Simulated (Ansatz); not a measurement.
Reaction (redistribution): `B[SiH](F)[SiH2][SiH3]` + `OB[SiH3]` → `[SiH3]B[SiH2][SiH3]` + `B[SiH](O)F`

Computed with Ansatz on PBE0-D4/def2-TZVP structures; ΔE is electronic, products minus reactants. CCSD(T)/CBS adds triple-zeta CCSD(T) − MP2 to the extrapolated MP2 energy (def2 sets, frozen cores). DFT in def2-TZVPP. Each species was taken in one conformer, which may not be the lowest.

`B[SiH](F)[SiH2][SiH3]`:

Cartesian coordinates in Å:
```
B 2.266 0.297 0.378
Si 1.204 -0.945 -0.754
F 1.106 -0.509 -2.303
Si -0.975 -0.948 0.147
Si -1.807 1.236 0.203
H 2.470 -0.016 1.515
H 2.644 1.370 0.013
H 1.756 -2.330 -0.726
H -0.892 -1.487 1.534
H -1.861 -1.834 -0.658
H -0.866 2.082 0.989
H -1.895 1.784 -1.177
H -3.151 1.300 0.837
```

`OB[SiH3]`:

Z-matrix (Å, degrees):
```
Si
B 1 2.027
H 1 1.492 2 109.6
H 1 1.488 2 113.7 3 -121.5
H 1 1.492 2 109.6 3 117.0
O 2 1.350 1 119.4 3 121.3
H 2 1.206 1 121.4 3 -58.6
H 6 0.962 2 113.7 1 -180.0
```

`[SiH3]B[SiH2][SiH3]`:

Z-matrix (Å, degrees):
```
Si
B 1 2.005
H 1 1.490 2 113.3
H 1 1.495 2 105.6 3 -117.8
H 1 1.489 2 113.5 3 124.3
Si 2 1.975 1 121.6 3 -136.1
H 2 1.197 1 118.9 3 38.5
Si 6 2.361 2 98.5 1 86.1
H 6 1.489 2 117.7 1 -158.4
H 6 1.489 2 115.0 1 -26.8
H 8 1.487 6 110.2 2 -56.9
H 8 1.487 6 110.5 2 63.2
H 8 1.488 6 109.8 2 -176.7
```

`B[SiH](O)F`:

Cartesian coordinates in Å:
```
B 0.007 -0.281 -1.349
Si 0.191 0.512 0.495
O 0.121 -0.649 1.650
F -1.036 1.538 0.641
H 0.756 -0.042 -2.249
H -0.891 -1.041 -1.576
H 1.424 1.269 0.805
H -0.573 -1.307 1.584
```

```tsv
species	B2PLYP energy (Eh)
`B[SiH](F)[SiH2][SiH3]`	-997.62419
`OB[SiH3]`	-392.44544
`[SiH3]B[SiH2][SiH3]`	-898.31326
`B[SiH](O)F`	-491.73937
```

Q: Work out ΔE.

A: ΔE = (-898.31326) + (-491.73937) − (-997.62419) − (-392.44544) = 0.01700 Eh = +10.7 kcal/mol. CCSD(T)/CBS gives +9.6 kcal/mol.

Largest T1 diagnostic among the species: 0.015.

In def2-TZVPP, CCSD(T) changes the Hartree–Fock value by +1.9 kcal/mol (the triples alone add +0.5 kcal/mol) and MP2 by +1.2 kcal/mol. From PBE to PBE0 (25 % exact exchange), in def2-TZVPP and without D4, ΔE moves by −1.3 kcal/mol.
